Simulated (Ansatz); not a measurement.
Spectroscopic constants of AsH, multiplicity 3 (the spin of the measured ground state). No spin–orbit coupling. As is treated without relativity.

The constants come from a fifth-degree fit in 1/R (seven points, main isotopes). In def2 and cc sets the state is the lowest found near the PBE0 minimum, followed along R.

Codes used: Ansatz (Gaussian basis) for Hartree–Fock, density functionals and correlated methods. Each number belongs to the level named beside it.

Energies at CAM-B3LYP/def2-TZVPP:

| R (Å) | E (hartree) |
|---|---|
| 1.424038 | -2236.53709795 |
| 1.462319 | -2236.53957432 |
| 1.497537 | -2236.54073553 |
| 1.537349 | -2236.54095931 |
| 1.577160 | -2236.54021127 |
| 1.623097 | -2236.53835234 |
| 1.676690 | -2236.53510062 |

Q: With a reduced mass of 0.9944 u, find the minimum, the force constant and the constants.

A: A fifth-degree polynomial in 1/R puts the minimum at r_e = 1.5257 Å with force constant 281 N/m. Then ω_e = (1/2πc)√(k/μ) = 2191 cm⁻¹ and B_e = h/(8π²cμr_e²) = 7.283 cm⁻¹; the cubic and quartic terms give α_e = 0.19 and ω_e x_e = 33 cm⁻¹.

Ansatz is an electronic-structure program.
